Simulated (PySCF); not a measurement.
Two species compared at the same levels of theory.

First species: C8H7ClO2.
Structure used (GFN2-xTB), in Å, numbered top down from 1:
```
atom  x, y, z in Å
O1     4.2000    0.3029   -0.2418
C2     3.0537    0.6263   -0.3111
Cl3    2.6088    2.2011   -1.0050
C4     1.9031   -0.1178    0.1101
C5     1.8412   -1.3730    0.6889
C6     0.4841   -1.6380    0.9036
C7    -0.2030   -0.5327    0.4438
C8    -1.6370   -0.2586    0.4079
C9    -2.1224    1.1608    0.5896
C10   -2.2059    0.5248   -0.7528
O11    0.6503    0.3784   -0.0308
H12    2.6804   -1.9970    0.9178
H13    0.0576   -2.5201    1.3350
H14   -2.2360   -1.0575    0.8232
H15   -1.3722    1.9208    0.7442
H16   -3.0291    1.3090    1.1551
H17   -3.1707    0.2256   -1.1315
H18   -1.5116    0.8514   -1.5112
```

Second species: C5H7ClO.
Numbering: `[CH3:1][CH:2]([CH3:3])[C:4]([Cl:5])=[C:6]=[O:7]` (hydrogens: H8, H9, H10 on C1; H11 on C2; H12, H13, H14 on C3)

Levels: PBE0/pcSseg-1 for dipole moment, HOMO energy, LUMO energy and HOMO–LUMO gap; GFN2-xTB for rotational constant A and rotational constant C. Geometries: GFN2-xTB. All species are isolated and taken at one optimised geometry, non-relativistic unless stated. Electronic properties by PySCF.

Dipoles, sizes and rotational constants follow the conformer. The torsions of the flexible species, by atom-mapped SMILES:
- `[O:1]=[C:2]([Cl:3])[c:4]1[cH:5][cH:6][c:7]([CH:8]2[CH2:9][CH2:10]2)[o:11]1`: O1–C2–C4–C5 0°, C6–C7–C8–C9 147°
- `[CH3:1][CH:2]([CH3:3])[C:4]([Cl:5])=[C:6]=[O:7]`: C1–C2–C4–Cl5 61°

(1) Which has the higher LUMO energy?

(2) Which of the two has the higher rotational constant A, and by how much?

(3) Which has the higher HOMO–LUMO gap?

(4) Which of the two has the higher dipole moment, and by how much?

(5) Which of the two has the higher rotational constant C, and by how much?

(6) Which of the two has the higher HOMO energy, and by how much?

Results:

(1) The second: -1.88 eV against -1.97 eV, a difference of 0.09 eV.

(2) The second: 2.532 GHz against 1.729 GHz, a difference of 0.803 GHz.

(3) The first: 5.00 eV against 4.79 eV, a difference of 0.21 eV.

(4) The first: 5.56 D against 2.07 D, a difference of 3.49 D.

(5) The second: 1.283 GHz against 0.489 GHz, a difference of 0.794 GHz.

(6) The second: -6.67 eV against -6.97 eV, a difference of 0.30 eV.

On the first: The dipole equals about 18.5 × 10⁻³⁰ C·m (1 D = 3.33564 × 10⁻³⁰ C·m).

On the second: The dipole equals about 6.9 × 10⁻³⁰ C·m (1 D = 3.33564 × 10⁻³⁰ C·m).
